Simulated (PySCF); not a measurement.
# Diatomics of In with group 13

PBE0 with double-zeta basis sets in PySCF, for the lowest determinant that a PBE0 search found; no spin–orbit coupling. De refers to high-spin ground-configuration atoms. A positive dipole means M(−)In(+).

| M | basis | state (unpaired electrons) | Re (Å) | ωe (cm⁻¹) | De (eV) | μ (D) |
| --- | --- | --- | --- | --- | --- | --- |
| Al | def2-SVP | triplet (σ ↑, π ↑) | 2.888 | 199 | 1.39 | 0.63 |
| Ga | cc-pVDZ-PP | triplet (σ ↑, π ↑) | 2.890 | 138 | 1.34 | 0.24 |
| In | def2-SVP | triplet (σ ↑, π ↑) | 3.053 | 114 | 1.26 | n/a |
| Tl | def2-SVP | triplet (σ ↑, π ↑) | 3.094 | 98.3 | 1.22 | -0.47 |

The shortest bond is that of AlIn (2.888 Å), the longest that of TlIn (3.094 Å).

The rows differ in basis set, which adds steps of its own.

Down a group the atoms grow and get heavier, so bonds lengthen and wavenumbers fall; this series shows no clear exception.

Spin–orbit coupling is left out, which matters for elements this heavy, above all for dissociation energies. States were picked by a PBE0 search and need not be the measured ground states.
